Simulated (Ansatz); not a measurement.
Ansatz (a program for electronic structure) input (HF/6-31G*):

Ansatz 0.2 input:
```yaml
crystal:
  periodic: [false, false, false]
  atoms:
    - {symbol: C, position_ang: [1.58622105, 0.17055032, -0.27607250]}
    - {symbol: O, position_ang: [0.32281054, -0.41894192, -0.40762780]}
    - {symbol: Si, position_ang: [-1.03162969, 0.04430426, 0.39910610]}
    - {symbol: H, position_ang: [1.54505288, 1.24079660, -0.45694354]}
    - {symbol: H, position_ang: [1.99734343, -0.00008458, 0.71429759]}
    - {symbol: H, position_ang: [2.24585224, -0.27807798, -1.00603659]}
    - {symbol: H, position_ang: [-1.29068131, 1.49323299, 0.21283116]}
    - {symbol: H, position_ang: [-2.15456230, -0.74789328, -0.13417674]}
basis:
  gaussian:
    orbitals: 6-31G*
hamiltonian:
  xc: {name: HF}
magnetization: {spin_polarized: true, initial_magnetization: 1}
phonons: {temperatures: {t_min: 298.15, t_max: 298.15, t_step: 100}}
```

Output:

```
Functional definition: HF
integrals: 0.01 GiB planned
646 factors; integrals over basis functions are off by at most 5.1e-4 eV
mean field: 0.17 GiB planned
mean field evaluation 1: about -11005.7517 eV, gradient 2.0e1 eV
mean field evaluation 2: about -11005.8099 eV, gradient 2.1e1 eV
mean field evaluation 4: about -11007.8128 eV, gradient 2.5e0 eV
mean field evaluation 8: about -11007.8648 eV, gradient 2.1e-1 eV
mean field -11007.86589649 eV, -404.5316102966 hartree, gradient 2.5e-5 eV, S^2 0.752736; 0 other end points of the search recorded, 0 dependent functions left out
the calculation of the forces begins
reference -11007.86589649 eV, -404.5316102966 hartree; 17, 16 occupied and 42, 43 virtual orbitals, 646 factors
these checks for a lower state are left out or cut short: stability, starts, cluster_reference, orbital_swaps, neighbouring_geometries, increment
integrals: 0.01 GiB planned
646 factors; integrals over basis functions are off by at most 5.1e-4 eV
mean field: 0.17 GiB planned
mean field evaluation 16: about -11007.8657 eV, gradient 9.1e-5 eV
mean field -11007.86572595 eV, -404.5316040292 hartree, gradient 1.5e-6 eV, S^2 0.752740; 0 other end points of the search recorded, 0 dependent functions left out
the calculation of the forces begins
reference -11007.86572595 eV, -404.5316040292 hartree; 17, 16 occupied and 42, 43 virtual orbitals, 646 factors
these checks for a lower state are left out or cut short: stability, starts, cluster_reference, orbital_swaps, neighbouring_geometries, increment
integrals: 0.01 GiB planned
646 factors; integrals over basis functions are off by at most 5.1e-4 eV
mean field: 0.17 GiB planned
mean field -11007.86571101 eV, -404.5316034801 hartree, gradient 2.1e-6 eV, S^2 0.752732; 0 other end points of the search recorded, 0 dependent functions left out
the calculation of the forces begins
reference -11007.86571101 eV, -404.5316034801 hartree; 17, 16 occupied and 42, 43 virtual orbitals, 646 factors
these checks for a lower state are left out or cut short: stability, starts, cluster_reference, orbital_swaps, neighbouring_geometries, increment
integrals: 0.01 GiB planned
646 factors; integrals over basis functions are off by at most 5.1e-4 eV
mean field: 0.17 GiB planned
mean field -11007.86570478 eV, -404.5316032513 hartree, gradient 1.2e-6 eV, S^2 0.752738; 0 other end points of the search recorded, 0 dependent functions left out
the calculation of the forces begins
reference -11007.86570478 eV, -404.5316032513 hartree; 17, 16 occupied and 42, 43 virtual orbitals, 646 factors
these checks for a lower state are left out or cut short: stability, starts, cluster_reference, orbital_swaps, neighbouring_geometries, increment
integrals: 0.01 GiB planned
646 factors; integrals over basis functions are off by at most 5.1e-4 eV
mean field: 0.17 GiB planned
mean field evaluation 32: about -11007.7939 eV, gradient 2.3e-1 eV
mean field -11007.86569915 eV, -404.5316030446 hartree, gradient 1.2e-6 eV, S^2 0.752734; 0 other end points of the search recorded, 0 dependent functions left out
the calculation of the forces begins
reference -11007.86569915 eV, -404.5316030446 hartree; 17, 16 occupied and 42, 43 virtual orbitals, 646 factors
these checks for a lower state are left out or cut short: stability, starts, cluster_reference, orbital_swaps, neighbouring_geometries, increment
integrals: 0.01 GiB planned
646 factors; integrals over basis functions are off by at most 5.1e-4 eV
mean field: 0.17 GiB planned
mean field -11007.86569470 eV, -404.5316028807 hartree, gradient 2.4e-6 eV, S^2 0.752736; 0 other end points of the search recorded, 0 dependent functions left out
the calculation of the forces begins
reference -11007.86569470 eV, -404.5316028807 hartree; 17, 16 occupied and 42, 43 virtual orbitals, 646 factors
these checks for a lower state are left out or cut short: stability, starts, cluster_reference, orbital_swaps, neighbouring_geometries, increment
integrals: 0.01 GiB planned
646 factors; integrals over basis functions are off by at most 5.1e-4 eV
mean field: 0.17 GiB planned
mean field -11007.86569355 eV, -404.5316028385 hartree, gradient 2.7e-6 eV, S^2 0.752736; 0 other end points of the search recorded, 0 dependent functions left out
the calculation of the forces begins
reference -11007.86569355 eV, -404.5316028385 hartree; 17, 16 occupied and 42, 43 virtual orbitals, 646 factors
these checks for a lower state are left out or cut short: stability, starts, cluster_reference, orbital_swaps, neighbouring_geometries, increment
integrals: 0.01 GiB planned
646 factors; integrals over basis functions are off by at most 5.1e-4 eV
mean field: 0.17 GiB planned
mean field -11007.86571744 eV, -404.5316037165 hartree, gradient 1.6e-6 eV, S^2 0.752737; 0 other end points of the search recorded, 0 dependent functions left out
[...]
mean field -11007.86583011 eV, -404.5316078573 hartree, gradient 2.1e-6 eV, S^2 0.752736; 0 other end points of the search recorded, 0 dependent functions left out
the calculation of the forces begins
reference -11007.86583011 eV, -404.5316078573 hartree; 17, 16 occupied and 42, 43 virtual orbitals, 646 factors
these checks for a lower state are left out or cut short: stability, starts, cluster_reference, orbital_swaps, neighbouring_geometries, increment
integrals: 0.01 GiB planned
646 factors; integrals over basis functions are off by at most 5.1e-4 eV
mean field: 0.17 GiB planned
mean field -11007.86588879 eV, -404.5316100137 hartree, gradient 1.4e-6 eV, S^2 0.752735; 0 other end points of the search recorded, 0 dependent functions left out
the calculation of the forces begins
reference -11007.86588879 eV, -404.5316100137 hartree; 17, 16 occupied and 42, 43 virtual orbitals, 646 factors
these checks for a lower state are left out or cut short: stability, starts, cluster_reference, orbital_swaps, neighbouring_geometries, increment
integrals: 0.01 GiB planned
646 factors; integrals over basis functions are off by at most 5.1e-4 eV
mean field: 0.17 GiB planned
mean field -11007.86588639 eV, -404.5316099254 hartree, gradient 1.4e-6 eV, S^2 0.752736; 0 other end points of the search recorded, 0 dependent functions left out
the calculation of the forces begins
reference -11007.86588639 eV, -404.5316099254 hartree; 17, 16 occupied and 42, 43 virtual orbitals, 646 factors
these checks for a lower state are left out or cut short: stability, starts, cluster_reference, orbital_swaps, neighbouring_geometries, increment
integrals: 0.01 GiB planned
646 factors; integrals over basis functions are off by at most 5.1e-4 eV
mean field: 0.17 GiB planned
mean field -11007.86583949 eV, -404.5316082020 hartree, gradient 2.2e-6 eV, S^2 0.752738; 0 other end points of the search recorded, 0 dependent functions left out
the calculation of the forces begins
reference -11007.86583949 eV, -404.5316082020 hartree; 17, 16 occupied and 42, 43 virtual orbitals, 646 factors
these checks for a lower state are left out or cut short: stability, starts, cluster_reference, orbital_swaps, neighbouring_geometries, increment
integrals: 0.01 GiB planned
646 factors; integrals over basis functions are off by at most 5.0e-4 eV
mean field: 0.17 GiB planned
mean field -11007.86583724 eV, -404.5316081191 hartree, gradient 2.3e-6 eV, S^2 0.752734; 0 other end points of the search recorded, 0 dependent functions left out
the calculation of the forces begins
reference -11007.86583724 eV, -404.5316081191 hartree; 17, 16 occupied and 42, 43 virtual orbitals, 646 factors
these checks for a lower state are left out or cut short: stability, starts, cluster_reference, orbital_swaps, neighbouring_geometries, increment
integrals: 0.01 GiB planned
646 factors; integrals over basis functions are off by at most 5.1e-4 eV
mean field: 0.17 GiB planned
mean field evaluation 256: about -11007.8659 eV, gradient 6.0e-6 eV
mean field -11007.86589155 eV, -404.5316101149 hartree, gradient 1.4e-6 eV, S^2 0.752735; 0 other end points of the search recorded, 0 dependent functions left out
the calculation of the forces begins
reference -11007.86589155 eV, -404.5316101149 hartree; 17, 16 occupied and 42, 43 virtual orbitals, 646 factors
these checks for a lower state are left out or cut short: stability, starts, cluster_reference, orbital_swaps, neighbouring_geometries, increment
integrals: 0.01 GiB planned
646 factors; integrals over basis functions are off by at most 5.1e-4 eV
mean field: 0.17 GiB planned
mean field -11007.86588937 eV, -404.5316100349 hartree, gradient 2.9e-6 eV, S^2 0.752736; 0 other end points of the search recorded, 0 dependent functions left out
the calculation of the forces begins
reference -11007.86588937 eV, -404.5316100349 hartree; 17, 16 occupied and 42, 43 virtual orbitals, 646 factors
these checks for a lower state are left out or cut short: stability, starts, cluster_reference, orbital_swaps, neighbouring_geometries, increment
integrals: 0.01 GiB planned
646 factors; integrals over basis functions are off by at most 5.1e-4 eV
mean field: 0.17 GiB planned
mean field -11007.86585728 eV, -404.5316088554 hartree, gradient 1.9e-6 eV, S^2 0.752735; 0 other end points of the search recorded, 0 dependent functions left out
the calculation of the forces begins
reference -11007.86585728 eV, -404.5316088554 hartree; 17, 16 occupied and 42, 43 virtual orbitals, 646 factors
these checks for a lower state are left out or cut short: stability, starts, cluster_reference, orbital_swaps, neighbouring_geometries, increment
integrals: 0.01 GiB planned
646 factors; integrals over basis functions are off by at most 5.1e-4 eV
mean field: 0.17 GiB planned
mean field -11007.86585578 eV, -404.5316088006 hartree, gradient 1.8e-6 eV, S^2 0.752737; 0 other end points of the search recorded, 0 dependent functions left out
the calculation of the forces begins
reference -11007.86585578 eV, -404.5316088006 hartree; 17, 16 occupied and 42, 43 virtual orbitals, 646 factors
these checks for a lower state are left out or cut short: stability, starts, cluster_reference, orbital_swaps, neighbouring_geometries, increment
integrals: 0.01 GiB planned
646 factors; integrals over basis functions are off by at most 5.1e-4 eV
mean field: 0.17 GiB planned
mean field -11007.86587293 eV, -404.5316094308 hartree, gradient 1.8e-6 eV, S^2 0.752735; 0 other end points of the search recorded, 0 dependent functions left out
the calculation of the forces begins
reference -11007.86587293 eV, -404.5316094308 hartree; 17, 16 occupied and 42, 43 virtual orbitals, 646 factors
these checks for a lower state are left out or cut short: stability, starts, cluster_reference, orbital_swaps, neighbouring_geometries, increment
integrals: 0.01 GiB planned
646 factors; integrals over basis functions are off by at most 5.1e-4 eV
mean field: 0.17 GiB planned
mean field evaluation 288: about -11007.8659 eV, gradient 1.8e-6 eV
mean field -11007.86587290 eV, -404.5316094297 hartree, gradient 1.8e-6 eV, S^2 0.752736; 0 other end points of the search recorded, 0 dependent functions left out
the calculation of the forces begins
reference -11007.86587290 eV, -404.5316094297 hartree; 17, 16 occupied and 42, 43 virtual orbitals, 646 factors
these checks for a lower state are left out or cut short: stability, starts, cluster_reference, orbital_swaps, neighbouring_geometries, increment
integrals: 0.01 GiB planned
646 factors; integrals over basis functions are off by at most 5.1e-4 eV
mean field: 0.17 GiB planned
mean field -11007.86588585 eV, -404.5316099053 hartree, gradient 1.8e-6 eV, S^2 0.752735; 0 other end points of the search recorded, 0 dependent functions left out
the calculation of the forces begins
reference -11007.86588585 eV, -404.5316099053 hartree; 17, 16 occupied and 42, 43 virtual orbitals, 646 factors
these checks for a lower state are left out or cut short: stability, starts, cluster_reference, orbital_swaps, neighbouring_geometries, increment
integrals: 0.01 GiB planned
646 factors; integrals over basis functions are off by at most 5.1e-4 eV
mean field: 0.17 GiB planned
mean field -11007.86588215 eV, -404.5316097696 hartree, gradient 1.8e-6 eV, S^2 0.752737; 0 other end points of the search recorded, 0 dependent functions left out
the calculation of the forces begins
reference -11007.86588215 eV, -404.5316097696 hartree; 17, 16 occupied and 42, 43 virtual orbitals, 646 factors
Total energy: -11007.86589649 eV, -404.5316102966 hartree
Atom 0 at     1.586221     0.170550    -0.276072 Å, force     0.002849     0.001378     0.000373 eV/Å
Atom 1 at     0.322811    -0.418942    -0.407628 Å, force    -0.000660    -0.002197    -0.001135 eV/Å
Atom 2 at    -1.031630     0.044304     0.399106 Å, force    -0.001688     0.000386    -0.000527 eV/Å
Atom 3 at     1.545053     1.240797    -0.456944 Å, force     0.000063    -0.001096     0.000026 eV/Å
Atom 4 at     1.997343    -0.000085     0.714298 Å, force    -0.000613     0.000134    -0.001074 eV/Å
Atom 5 at     2.245852    -0.278078    -1.006037 Å, force    -0.000760     0.001017     0.001174 eV/Å
Atom 6 at    -1.290681     1.493233     0.212831 Å, force     0.000477     0.000369     0.000431 eV/Å
Atom 7 at    -2.154562    -0.747893    -0.134177 Å, force     0.000330     0.000009     0.000732 eV/Å
Dipole moment:     0.178807     0.173141     0.142445 e Å
Vibrations: 110.11 152.66 247.78 768.79 809.99 888.78 1008.70 1241.79 1298.95 1327.45 1641.53 1653.87 1658.81 2321.20 2380.85 3196.11 3251.35 3300.94 cm⁻¹, zero-point energy 1.689884 eV
```

The blocks after the first are displaced geometries, from whose forces the wavenumbers follow.
